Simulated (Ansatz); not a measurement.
Molecule: dichloro-bis(sulfanyl)silane, sum formula SiH2S2Cl2, charge 0, multiplicity 1. SMILES: S[Si](S)(Cl)Cl
Geometry from a B3LYP-D3(BJ)/def2-TZVP (Ansatz, a program for electronic structure) optimisation:
```
Si
Cl 1 2.0503
Cl 1 2.0561 2 107.41
S 1 2.1199 2 105.31 3 -120.88
H 4 1.3459 1 93.50 2 179.38
S 1 2.1232 2 113.05 3 120.65
H 6 1.3457 1 94.50 2 -78.77
```

Wanted: atomisation energy (electronic, to ground-state atoms), in kJ/mol. Valence correlation only, unless marked. Open shells are spin-unrestricted. Spin-orbit coupling is left out. Non-relativistic. The coupled-cluster limit lacks core correlation, which all-electron functionals hold. CBS(X,Y): correlation extrapolated as X^-3; Hartree-Fock from the larger set (for Q and 5 zeta extrapolated as (X+1)exp(-9√X)). The bracket is a focal-point correction in the basis named.

```json
[
 {"level": "HF/cc-pV(Q+d)Z", "program": "Ansatz", "atomisation energy (kJ/mol)": "1546.1", "minus last row": "-659.7"},
 {"level": "HF/cc-pV(5+d)Z", "program": "Ansatz", "atomisation energy (kJ/mol)": "1547.1", "minus last row": "-658.7"},
 {"level": "PBE/def2-TZVPD", "program": "Ansatz", "atomisation energy (kJ/mol)": "2192.4", "minus last row": "-13.4"},
 {"level": "PBE-D3(BJ)/def2-TZVPD", "program": "Ansatz + dftd3", "atomisation energy (kJ/mol)": "2221.9", "minus last row": "16.1"},
 {"level": "PBE-D4/def2-TZVPD", "program": "Ansatz + dftd4", "atomisation energy (kJ/mol)": "2224.0", "minus last row": "18.2"},
 {"level": "PBE0/6-31G*", "program": "Ansatz", "atomisation energy (kJ/mol)": "2080.5", "minus last row": "-125.3"},
 {"level": "r2SCANh-D4/def2-TZVPD", "program": "Ansatz + dftd4", "atomisation energy (kJ/mol)": "2195.3", "minus last row": "-10.5"},
 {"level": "LC-wPBE-D4/def2-TZVPD", "program": "Ansatz + dftd4", "atomisation energy (kJ/mol)": "2169.4", "minus last row": "-36.4"},
 {"level": "wB97M-V/def2-TZVPD", "program": "Ansatz", "atomisation energy (kJ/mol)": "2210.4", "minus last row": "4.6"},
 {"level": "B2GP-PLYP/def2-TZVPD", "program": "Ansatz", "atomisation energy (kJ/mol)": "2124.2", "minus last row": "-81.6"},
 {"level": "RPA@PBE/cc-pV(T+d)Z", "program": "Ansatz", "atomisation energy (kJ/mol)": "1956.1", "minus last row": "-249.7"},
 {"level": "MP2/aug-cc-pV(D+d)Z", "program": "Ansatz", "atomisation energy (kJ/mol)": "2054.7", "minus last row": "-151.1"},
 {"level": "MP2/cc-pV(5+d)Z", "program": "Ansatz", "atomisation energy (kJ/mol)": "2252.3", "minus last row": "46.5"},
 {"level": "RI-MP2/aug-cc-pV(Q+d)Z", "program": "Ansatz", "atomisation energy (kJ/mol)": "2237.8", "minus last row": "32.0"},
 {"level": "SCS-MP2/6-31G*", "program": "Ansatz", "atomisation energy (kJ/mol)": "1864.3", "minus last row": "-341.5"},
 {"level": "CCSD(T)/cc-pV(Q+d)Z", "program": "Ansatz", "atomisation energy (kJ/mol)": "2159.9", "minus last row": "-45.9"},
 {"level": "CCSD(T)/cc-pV(5+d)Z", "program": "Ansatz", "atomisation energy (kJ/mol)": "2182.7", "minus last row": "-23.1"},
 {"level": "CCSD(T) with core electrons (1s frozen past Ne)/cc-pwCVTZ", "program": "Ansatz", "atomisation energy (kJ/mol)": "2103.1", "minus last row": "-102.7"},
 {"level": "RI-MP2/CBS(aug-cc-pV(T+d)Z,aug-cc-pV(Q+d)Z)+[CCSD(T)-MP2]/aug-cc-pV(T+d)Z", "program": "Ansatz", "atomisation energy (kJ/mol)": "2197.1", "minus last row": "-8.7"},
 {"level": "RI-MP2/CBS(cc-pV(T+d)Z,cc-pV(Q+d)Z)+[CCSD(T)-MP2]/cc-pV(T+d)Z", "program": "Ansatz", "atomisation energy (kJ/mol)": "2196.0", "minus last row": "-9.8"},
 {"level": "CCSD(T)/CBS(cc-pV(Q+d)Z,cc-pV(5+d)Z)", "program": "Ansatz", "atomisation energy (kJ/mol)": "2205.8", "minus last row": "0.0"}
]
```
